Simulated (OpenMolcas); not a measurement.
# Mn2+ in NaCl: curves along the breathing mode

Mn2+ with its 6 nearest chloride ions, on the Na site of NaCl (a = 5.64056 Å, distance in the model lattice 2.820 Å). The rest of the host is ab initio model potentials to 7.6 Å, with orthogonalisation functions on the cations behind the ligands, and point charges beyond; the distance is set by hand and nothing relaxes, and no local charge compensation is placed. Ligand basis ANO-RCC-VDZP.

- Program: OpenMolcas 26.06
- Method: CASSCF
- Basis: ANO-RCC-VDZP [5s4p2d1f]
- Scalar Hamiltonian: DKH2, point nucleus
- Active space: 5 electrons in 5 orbitals (3d)
- State averaging: 2S+1 = 6 even, 1 root; 2S+1 = 4 even, 24 roots; 2S+1 = 2 even, 75 roots
- Spin-orbit coupling: state interaction with AMFI integrals over the reference wave functions

Spin-free energies (labels of O, the rotations of Oh) in cm-1 above the lowest fitted minimum, as all ligands move together:

```csv
R (Å),6A1,4E,4E(2),2A2,2E,2A1,2E(2)
2.494,650,31320,38750,41230,43310,44110,48010
2.553,-20,30770,38240,41330,43060,43640,47880
2.612,680,31570,39080,42650,44080,44510,49050
2.671,2540,33520,41050,45020,46190,46510,51320
2.729,5350,36400,43950,48240,49190,49440,54450
2.788,9090,40200,47760,52300,53080,53260,58460
2.847,13620,44780,52360,57100,57730,57880,63220
```

Cubic fits give the following; the wavenumber is harmonic, with the mass of all moving ligands, small differences in it between states hang on the degree of the fit, a number in brackets counts states of one label, and the table is a selection of at most 14 states with clean curves.

| State | R0 (Å) | Breathing mode (cm-1) | Minimum (cm-1) |
| --- | --- | --- | --- |
| 6A1 | 2.551 | 246 | 0 |
| 4E | 2.546 | 245 | 30780 |
| 4E(2) | 2.544 | 244 | 38250 |
| 2A2 | 2.517 | 239 | 41120 |
| 2E | 2.534 | 240 | 43010 |
| 2A1 | 2.543 | 244 | 43640 |
| 2E(2) | 2.527 | 243 | 47780 |
| 2A2(2) | 2.558 | 246 | 52250 |
| 2E(3) | 2.541 | 243 | 53660 |
| 2A1(2) | 2.533 | 241 | 54640 |
| 2A2(3) | 2.549 | 247 | 60120 |
| 2A1(3) | 2.529 | 241 | 64870 |
| 2A1(4) | 2.551 | 248 | 81100 |

Without dynamic correlation the repulsion within the d shell is too large (B by tens of per cent), so at a given field states of lower spin stand too high. Ligand-to-metal charge-transfer states are missing. With no ligand orbital active B as a rule stays too high, so bands that hang on it stand too high and its fall with covalency is understated. With metal d orbitals alone and no dynamic correlation the field as a rule comes out too small, by tens of per cent, by up to half for chloride and softer ligands. A group larger than the point group allows holds several states that coincide in this model. No measured value stands beside these numbers.
